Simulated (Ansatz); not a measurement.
C3H8Si2 can be A, `C=C=C([SiH3])[SiH3]`, or B, `C=C1C[SiH]1[SiH3]`.

Computed with Ansatz on PBE0-D4/def2-TZVP structures; ΔE is electronic, products minus reactants. CCSD(T)/CBS adds triple-zeta CCSD(T) − MP2 to the extrapolated MP2 energy (def2 sets, frozen cores). Functionals use def2-TZVPP. B3LYP here is the variant with VWN-RPA as its local correlation; programs differ in this.

Q: Which is lower in electronic energy at CCSD(T)/CBS, and by how much? (Estimate.)

A: Ansatz gave: A, by 10.6 kcal/mol.

Q: Give E(B) − E(A) in kcal/mol with B3LYP-D4, B3LYP, ωB97M-V, HF/def2-TZVPP, CCSD(T)/def2-SVP, PBE0-D4, CCSD/def2-TZVPP. (Estimate.)

A: Computed: B3LYP-D4 13.2, B3LYP 12.7, ωB97M-V 11.5, HF/def2-TZVPP 19.5, CCSD(T)/def2-SVP 11.5, PBE0-D4 6.5, CCSD/def2-TZVPP 11.6. None reverses the order clearly.

Q: Does the order hold for the free energy at 298.15 K (harmonic terms from PBE0-D4)? (An estimate is asked.)

A: Computed: Yes: G(B) − G(A) = +14.0 kcal/mol. Modes under 60 cm⁻¹, often nearly free rotors, make the harmonic entropy too high.

Largest T1 diagnostic: 0.013.

From BLYP to BHLYP (50 % exact exchange), in def2-TZVPP and without D4, E(B) − E(A) moves by +1.0 kcal/mol. Leaving LDA and LC-ωPBE aside and taking each functional with its dispersion term where it has one, the values, not all of them listed here, spread over 8.3 kcal/mol, from PBE-D4 to BHLYP-D4. LDA lies −2.6 kcal/mol from PBE without D4.
